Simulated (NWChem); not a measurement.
Correlation energy of O$_{2}$Si (-1)

```xyz
3

O     -1.4773     0.0000     0.2769
Si     0.0000     0.0000    -0.3164
O      1.4773     0.0000     0.2769
```
Charge -1, spin multiplicity 2.

Program: NWChem. The geometry was optimised at UPBE/def2-SVP, a minimum by its harmonic frequencies.

Basis set: aug-cc-pVDZ. Each correlation energy counts from its own Hartree-Fock reference.

The correlated methods keep 7 core orbitals frozen. This spin state was chosen for the runs; another may lie lower. The structure started from a generated list of species. The unpaired electrons of the parent sit in orbitals of symmetry a1 (C2v labels of the run); other states weren't searched. The anion's geometry comes from a basis without diffuse functions. The stability of the SCF solutions was not checked. Open-shell Hartree-Fock references start from PBE0 orbitals. No row is a measurement; the coupled-cluster row has its own basis-set and correlation limits.

```json
[
 {"method": "CCSD[T] on UHF", "correlation energy (mHa)": "-531.4"},
 {"method": "CCSD[T] on ROHF", "correlation energy (mHa)": "-536.5"},
 {"method": "CCSD(T) on UHF", "correlation energy (mHa)": "…"},
 {"method": "CCSD on ROHF", "correlation energy (mHa)": "-508.5"},
 {"method": "UMP2", "correlation energy (mHa)": "-510.1"},
 {"method": "SCS-UMP2", "correlation energy (mHa)": "-487.7"},
 {"method": "CCSD(T) on ROHF", "correlation energy (mHa)": "…"},
 {"method": "CCSD on UHF", "correlation energy (mHa)": "…"}
]
```

Fill in the missing entries.


- CCSD(T) on UHF, correlation energy (mHa): -527.5
- CCSD(T) on ROHF, correlation energy (mHa): -532.1
- CCSD on UHF, correlation energy (mHa): -504.8
